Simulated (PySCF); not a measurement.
A calculated (TPSS, PySCF 2.14, cc-pVTZ-DK, scalar relativity by spin-free X2C-1e) atom or ion has these occupied shells.

```
shell  electrons  orbital energy (eV)  rms radius, mean of both spins (bohr)
 1s α          1             -11726.5                                 0.0524
 1s β          1             -11726.4                                 0.0524
 2s α          1              -1490.3                                  0.220
 2s β          1              -1490.3                                  0.220
 2p α          3              -1305.6                                  0.196
 2p β          3              -1305.5                                  0.196
 3s α          1              -191.73                                  0.641
 3s β          1              -191.58                                  0.641
 3p α          3              -134.38                                  0.669
 3p β          3              -134.22                                  0.669
 3d α          5              -40.600                                  0.763
 3d β          5              -40.325                                  0.763
 4s α          1              -15.455                                   2.10
 4s β          1              -12.662                                   2.10
 4p α          3               -6.005                                   2.69
```

**Question.** Name the element and its charge.

**Answer.** As (arsenic, neutral), in [Ar] 3d10 4s2 4p3, high-spin 4S determinant.
